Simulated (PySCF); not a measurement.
PySCF input for CH₃Cl₂Sn, SMILES [CH3][Sn+]([Cl])[Cl], charge +1, TDDFT-PBE0/def2-SVPD. The structure is a stationary point at B3LYP-D3(BJ)/def2-SVP. The multiplicity is an assumed one; no other spin state was optimised. The isomer is the one that the SMILES or the coordinates give; other isomers of the formula were not compared. The def2 effective core potentials stand for the cores of Sn; spin–orbit coupling is left out.

```python
import numpy as np
from pyscf import gto, scf, dft, tdscf

mol = gto.M(
    atom='''
    Sn   -0.19794423   -0.15063256   -0.03322786
    C    -1.89457532   -1.44132387   -0.32323633
    H    -1.54853014   -2.25505677   -0.97732858
    H    -2.68114227   -0.83036879   -0.78532537
    H    -2.17069982   -1.81279048    0.67419923
    Cl   -0.11979201    2.03652862   -0.72248339
    Cl    1.74714705   -0.79665878    0.99832255
    ''',
    basis='def2-SVPD',
    ecp={'Sn': 'def2-svp'},
    charge=1,
    spin=0,
    max_memory=1600,
    verbose=4,
)
mf = dft.RKS(mol, xc='pbe0').density_fit(auxbasis='def2-universal-jkfit')
mf.grids.level = 3
mf.conv_tol = 1e-9
mf.max_cycle = 100
mf.kernel()
mf.grids = dft.Grids(mol).set(level=1).build(with_non0tab=True)  # coarser grid for the response kernel
td = tdscf.TDDFT(mf)
td.singlet = True
td.nstates = 10
td.conv_tol = 1e-4
td.positive_eig_threshold = 1e-6
td.kernel(x0=td.get_init_guess(mf, 15))
td.analyze()
tt = tdscf.TDA(mf)
tt.singlet = False
tt.nstates = 4
tt.conv_tol = 1e-4
tt.positive_eig_threshold = 1e-6
tt.kernel(x0=tt.get_init_guess(mf, 9))
tt.analyze(verbose=3)
```

It prints:

```
PySCF version 2.14.0

[INPUT] verbose = 4
[INPUT] num. atoms = 7
[INPUT] num. electrons = 64
[INPUT] charge = 1
[INPUT] spin (= nelec alpha-beta = 2S) = 0
[INPUT] symmetry False subgroup None
[INPUT] Mole.unit = angstrom
[INPUT] Symbol           X                Y                Z      unit          X                Y                Z       unit  Magmom
[INPUT]  1 Sn    -0.197944230000  -0.150632560000  -0.033227860000 AA   -0.374060382638  -0.284654283842  -0.062791555105 Bohr   0.0
[INPUT]  2 C     -1.894575320000  -1.441323870000  -0.323236330000 AA   -3.580228477160  -2.723707371098  -0.610828137210 Bohr   0.0
[INPUT]  3 H     -1.548530140000  -2.255056770000  -0.977328580000 AA   -2.926297860234  -4.261439690646  -1.846883349910 Bohr   0.0
[INPUT]  4 H     -2.681142270000  -0.830368790000  -0.785325370000 AA   -5.066624591295  -1.569169595486  -1.484049867973 Bohr   0.0
[INPUT]  5 H     -2.170699820000  -1.812790480000   0.674199230000 AA   -4.102028158443  -3.425677528419   1.274051898093 Bohr   0.0
[INPUT]  6 Cl    -0.119792010000   2.036528620000  -0.722483390000 AA   -0.226374090811   3.848481336638  -1.365295736647 Bohr   0.0
[INPUT]  7 Cl     1.747147050000  -0.796658780000   0.998322550000 AA    3.301629423842  -1.505466908930   1.886556203477 Bohr   0.0

nuclear repulsion = 307.832352984065
number of shells = 54
number of NR pGTOs = 217
number of NR cGTOs = 130
basis = def2-SVPD
ecp = {'Sn': 'def2-svp'}


[settings echo left out]
init E= -1150.94622172574
  HOMO = -0.7150279709078  LUMO = -0.655409136249184  gap/eV = 1.62231
cycle= 1 E= -1171.76582275452  delta_E= -20.8  |g|= 2.88  |ddm|= 10.3
  HOMO = -0.239631716189926  LUMO = -0.134724225819497  gap/eV = 2.85468
cycle= 2 E= -1170.72504027483  delta_E= 1.04  |g|= 3.86  |ddm|= 10.1
  HOMO = -0.510131334747885  LUMO = -0.27858976872265  gap/eV = 6.30057
cycle= 3 E= -1173.7037380968  delta_E= -2.98  |g|= 0.311  |ddm|= 3.45
  HOMO = -0.506687158683207  LUMO = -0.317023238281651  gap/eV = 5.16102
cycle= 4 E= -1173.71841582514  delta_E= -0.0147  |g|= 0.263  |ddm|= 0.829
  HOMO = -0.534472751448249  LUMO = -0.311453007310998  gap/eV = 6.06868
cycle= 5 E= -1173.73998885845  delta_E= -0.0216  |g|= 0.0497  |ddm|= 0.374
  HOMO = -0.532196722963733  LUMO = -0.310431711814712  gap/eV = 6.03453
cycle= 6 E= -1173.74073455847  delta_E= -0.000746  |g|= 0.0144  |ddm|= 0.088
  HOMO = -0.531094921661183  LUMO = -0.308628937741446  gap/eV = 6.05361
cycle= 7 E= -1173.74078996268  delta_E= -5.54e-05  |g|= 0.00145  |ddm|= 0.0168
  HOMO = -0.531376341799453  LUMO = -0.308747232323462  gap/eV = 6.05805
cycle= 8 E= -1173.74079063588  delta_E= -6.73e-07  |g|= 0.00039  |ddm|= 0.00296
  HOMO = -0.531341852607555  LUMO = -0.308733911494039  gap/eV = 6.05747
cycle= 9 E= -1173.74079068065  delta_E= -4.48e-08  |g|= 6.73e-05  |ddm|= 0.000669
  HOMO = -0.531339431264237  LUMO = -0.308740569299688  gap/eV = 6.05722
cycle= 10 E= -1173.74079068226  delta_E= -1.61e-09  |g|= 2.18e-05  |ddm|= 0.000149
  HOMO = -0.53133850972211  LUMO = -0.308739315561114  gap/eV = 6.05723
cycle= 11 E= -1173.74079068241  delta_E= -1.46e-10  |g|= 5.97e-06  |ddm|= 3.6e-05
  HOMO = -0.531338819346734  LUMO = -0.308738908409354  gap/eV = 6.05725
Extra cycle  E= -1173.7407906824  delta_E= 1.16e-11  |g|= 8.63e-06  |ddm|= 2.11e-05
converged SCF energy = -1173.7407906824
tot grids = 33256
Overwritten attributes  positive_eig_threshold  of <class 'pyscf.tdscf.rks.TDDFT'>


******** <class 'pyscf.tdscf.rks.TDDFT'> for <class 'pyscf.df.df_jk.DFRKS'> ********
nstates = 10 singlet
deg_eia_thresh = 1.000e-03
wfnsym = None
conv_tol = 0.0001
eigh lindep = 1e-12
eigh level_shift = 0
eigh max_cycle = 100


Excitation energies (eV)
[4.68874378 4.76820539 4.79402193 4.83249508 4.9117378  5.29207737
 5.3066738  5.76705587 6.18613015 6.57666806]

** Singlet excitation energies and oscillator strengths **
Excited State   1:      4.68874 eV    264.43 nm  f=0.0076
      30 -> 34        0.16729
      32 -> 33       -0.68293
Excited State   2:      4.76821 eV    260.02 nm  f=0.0000
      30 -> 33        0.40083
      32 -> 34       -0.58097
Excited State   3:      4.79402 eV    258.62 nm  f=0.0000
      30 -> 33        0.57964
      32 -> 34        0.40139
Excited State   4:      4.83250 eV    256.56 nm  f=0.0005
      31 -> 34        0.70431
Excited State   5:      4.91174 eV    252.42 nm  f=0.0438
      28 -> 33        0.17903
      31 -> 33        0.67536
Excited State   6:      5.29208 eV    234.28 nm  f=0.0371
      27 -> 33        0.21389
      30 -> 34       -0.65296
      32 -> 33       -0.14234
Excited State   7:      5.30667 eV    233.64 nm  f=0.0134
      29 -> 33       -0.70173
Excited State   8:      5.76706 eV    214.99 nm  f=0.0036
      28 -> 33       -0.23725
      29 -> 34        0.65882
Excited State   9:      6.18613 eV    200.42 nm  f=0.0040
      28 -> 34       -0.70472
Excited State  10:      6.57667 eV    188.52 nm  f=0.0000
      27 -> 34       -0.70584

** Transition electric dipole moments (AU) **
state          X           Y           Z        Dip. S.      Osc.
  1         0.1270     -0.1908      0.1164      0.0661      0.0076
  2        -0.0032      0.0048     -0.0020      0.0000      0.0000
  3         0.0002     -0.0002     -0.0021      0.0000      0.0000
  4        -0.0138      0.0269      0.0593      0.0044      0.0005
  5         0.4755      0.3626      0.0793      0.3639      0.0438
  6         0.2589     -0.4015      0.2409      0.2862      0.0371
  7         0.1199     -0.0921     -0.2837      0.1033      0.0134
  8        -0.1246     -0.0984     -0.0209      0.0257      0.0036
  9        -0.0581      0.0493      0.1443      0.0266      0.0040
 10         0.0044     -0.0045     -0.0061      0.0001      0.0000

WARN: ECP detected. Skipping calculation of transition velocity and magnetic dipole moments, which have not yet been implemented.

Overwritten attributes  positive_eig_threshold  of <class 'pyscf.tdscf.rks.TDA'>


******** <class 'pyscf.tdscf.rks.TDA'> for <class 'pyscf.df.df_jk.DFRKS'> ********
nstates = 4 triplet
deg_eia_thresh = 1.000e-03
wfnsym = None
conv_tol = 0.0001
eigh lindep = 1e-12
eigh level_shift = 0
eigh max_cycle = 100


Excitation energies (eV)
[4.14669718 4.22777856 4.40332242 4.63603509]

** Triplet excitation energies and oscillator strengths **
Excited State   1:      4.14670 eV    299.00 nm  f=0.0000
Excited State   2:      4.22778 eV    293.26 nm  f=0.0000
Excited State   3:      4.40332 eV    281.57 nm  f=0.0000
Excited State   4:      4.63604 eV    267.44 nm  f=0.0000
```

The calculation finished and met its thresholds.
